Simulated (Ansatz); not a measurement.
Two isomers of C2H6OSSi: A = `C[Si]1(S)CO1`, B = `S[SiH]1CCO1`.

Calculated with Ansatz (gas phase, PBE0-D4/def2-TZVP geometries, no zero-point term in ΔE). CCSD(T)/CBS adds triple-zeta CCSD(T) − MP2 to the extrapolated MP2 energy (def2 sets, frozen cores). Functionals use def2-TZVPP. B3LYP here is the variant with VWN-RPA as its local correlation; programs differ in this. Each species was taken in one conformer, which may not be the lowest.

A:

Z-matrix (Å, degrees):
```
C
Si 1 1.848
H 1 1.093 2 110.4
H 1 1.092 2 111.0 3 120.0
H 1 1.091 2 109.7 3 -119.7
S 2 2.118 1 108.9 3 -61.3
C 2 1.801 1 125.0 3 138.5
O 2 1.652 1 119.1 3 77.8
H 6 1.344 2 93.6 1 178.0
H 7 1.089 2 122.2 1 160.1
H 7 1.089 2 123.1 1 -3.2
```

B:

Z-matrix (Å, degrees):
```
Si
C 1 1.869
C 1 2.270 2 42.4
S 1 2.128 2 116.4 3 116.2
O 1 1.664 2 82.0 3 0.2
H 1 1.485 2 120.9 3 -112.4
H 2 1.089 1 116.8 3 -113.9
H 2 1.089 1 116.8 3 114.0
H 3 1.093 1 125.4 2 95.6
H 3 1.092 1 124.8 2 -95.8
H 4 1.342 1 94.0 2 155.6
```

**Question.** Which isomer does CCSD(T)/CBS put lower? Give the gap. (Best estimate.)

**Answer.** Ansatz gave: B, by 41.3 kJ/mol.

**Question.** Give E(B) − E(A) in kJ/mol with r2SCAN-D4, B3LYP-D4, CCSD/def2-TZVPP, B2PLYP, ωB97M-V, MP2/def2-TZVPP, CCSD(T)/def2-TZVPP. (Estimate.)

**Answer.** Ansatz gave: r2SCAN-D4 -32.3, B3LYP-D4 -37.1, CCSD/def2-TZVPP -45.7, B2PLYP -38.4, ωB97M-V -41.3, MP2/def2-TZVPP -40.7, CCSD(T)/def2-TZVPP -42.6. None reverses the order clearly.

Largest T1 diagnostic: 0.012.

From PBE to PBE0 (25 % exact exchange), in def2-TZVPP and without D4, E(B) − E(A) moves by −9.2 kJ/mol. In def2-TZVPP, CCSD(T) changes the Hartree–Fock value by +15.0 kJ/mol (the triples alone add +3.0 kJ/mol) and MP2 by +17.0 kJ/mol.
